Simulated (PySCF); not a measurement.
C5H9NOSi.
Geometry (GFN2-xTB, Å), atoms numbered from 1 in this order:
```
atom  x, y, z in Å
C1    -2.0733   -0.0064    0.4609
C2    -0.6170   -0.3568    0.1521
C3    -0.3477   -1.7089    0.6203
N4    -0.1228   -2.7675    0.9877
C5     0.3828    0.6071    0.8264
C6     1.6923    0.5307    0.0443
Si7    1.0690    0.1913   -1.7274
O8    -0.4143   -0.3099   -1.2481
H9    -2.2479   -0.0290    1.5342
H10   -2.2897    0.9877    0.0769
H11   -2.7352   -0.7198   -0.0246
H12    0.5043    0.3555    1.8815
H13   -0.0317    1.6149    0.7543
H14    2.2960   -0.3022    0.4064
H15    2.2786    1.4361    0.1776
H16    1.7707   -0.8976   -2.3921
H17    0.8789    1.3871   -2.5402
```

Computed at PBE0/pcSseg-1 (PySCF, non-relativistic), with Q(14N) = 0.02044 b, Q(17O) = −0.0256 b: N4, 14N (I = 1): χzz = -4.734 MHz, η = 0.075; O8, 17O (I = 5/2): χzz = -10.78 MHz, η = 0.362.

**Question.** Find the zero-field quadrupole resonance frequencies of 14N at N4.

**Answer.** From ν± = (3/4)|χ|(1 ± η/3) and ν0 = |χ|η/2: ν+ 3.639 MHz, ν− 3.462 MHz, ν0 0.177 MHz (nitrile nitrogen).

**Question.** Find the zero-field quadrupole resonance frequencies of 17O at O8.

**Answer.** From the eigenvalues of H = χ/[4I(2I − 1)] × [3Iz² − I(I + 1) + η(Ix² − Iy²)], steps between neighbouring levels, labelled as for η = 0: ±1/2↔±3/2 1.833 MHz, ±3/2↔±5/2 3.156 MHz (silyl ether oxygen).

In a crystal, neighbours and librations shift these lines. One conformer (not necessarily the lowest) at the GFN2-xTB geometry, without solvent, vibrations or thermal averaging. GFN2-xTB bond lengths can be off by several hundredths of an ångström, more for odd bonds, and the gradients follow them. The basis is small and wasn't made for field gradients, so the couplings can be 20 % off.

The run behind these numbers computed NMR shieldings as well. The run took about 80 s of CPU time (one thread, shared machine).
